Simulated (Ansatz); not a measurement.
Mulliken charges of Ga2GeH6 (`[GaH2][GaH][GeH3]`) from B3LYP/def2-TZVPP in Ansatz (PBE0-D4/def2-TZVP geometry).

| atom | x (Å) | y (Å) | z (Å) | charge (e) |
| --- | --- | --- | --- | --- |
| Ga1 | -1.800 | 0.658 | -1.502 | 0.128 |
| Ga2 | -0.374 | 0.723 | 0.497 | 0.192 |
| Ge3 | 1.495 | -0.833 | 0.856 | -0.099 |
| H4 | -3.099 | -0.235 | -1.569 | -0.061 |
| H5 | -1.443 | 1.469 | -2.807 | -0.061 |
| H6 | -0.586 | 1.775 | 1.657 | -0.062 |
| H7 | 2.829 | -0.068 | 0.982 | -0.011 |
| H8 | 1.669 | -1.862 | -0.279 | -0.014 |
| H9 | 1.309 | -1.628 | 2.165 | -0.011 |

Question: By hand: the dipole of these point charges (1 e Å = 4.8032 D).

Answer: Σ q r = (-0.206, 0.165, -0.048) e Å, of length 0.268 e Å = 1.29 D.

Question: How does the dipole of the full density compare? (An estimate is asked.)

Answer: Ansatz gave: (-0.073, 0.065, -0.007) e Å, 0.47 D; the point charges give 2.74 times that, at 7° from its direction.

Point charges leave out the atoms' own dipoles, such as those of lone pairs, and Mulliken's split depends on the basis, so the two needn't agree.

B3LYP here is the variant with VWN-RPA as its local correlation; programs differ in this.
